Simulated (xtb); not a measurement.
hexafluoroethane (C₂F₆), singlet, geometry from GFN2-xTB. Base run: GFN2-xTB in xtb 6.7.1.

Input for xtb:
```
$ xtb mol.xyz --gfn 2 --json

# file mol.xyz
8

F      1.40411511    -0.28283952    -1.02131229
C      0.76712540    -0.06168844     0.12248110
F      1.24344065     1.05549696     0.65908857
F      1.02641252    -1.06809983     0.94881838
C     -0.76712540     0.06168844    -0.12248110
F     -1.02641252     1.06809983    -0.94881838
F     -1.24344065    -1.05549696    -0.65908857
F     -1.40411511     0.28283952     1.02131229
```

Variants of this job, named by their change:

```tsv
change	ΔE vs base (mEh)	HOMO-LUMO gap (eV)	G_solv (kcal/mol)	SCF cycles
base	0.000	12.92	-	8
acc = 0.0001	0.000	12.92	-	12
acc = 0.1	0.000	12.92	-	9
acc = 30	0.000	12.92	-	6
alpb = ether	1.821	12.92	1.14	8
acc = 1000	0.001	12.91	-	5
file = coord	0.000	12.92	-	8
alpb = dmf	-0.366	12.92	-0.23	8
```

ALPB and GBSA are two models with their own fitted parameters for each solvent, which aren't always the measured dielectric constant.
